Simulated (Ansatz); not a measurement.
`B[SiH2]C[SiH3]`, charge 0, multiplicity 1.

(1) Give a relaxed structure at PBE0-D4/def2-TZVP (the Gaussian-basis code of Ansatz). (An estimate is asked.)

Answers

(1) Ansatz gave: 
```xyz
13

B     2.3086   -0.7672   -1.2666
Si    1.0125    0.2209   -0.0918
C    -0.7789   -0.3373   -0.1856
Si   -1.9222    0.5390    1.0080
H     3.4292   -0.3629   -1.3825
H     2.0284   -1.7761   -1.8465
H     1.0873    1.6854   -0.3742
H     1.5127    0.0340    1.3069
H    -1.1447   -0.1826   -1.2065
H    -0.8220   -1.4150    0.0058
H    -1.9009    2.0056    0.7589
H    -1.4847    0.2947    2.4088
H    -3.3252    0.0614    0.8654
```
This is one stationary point; other conformers may exist.
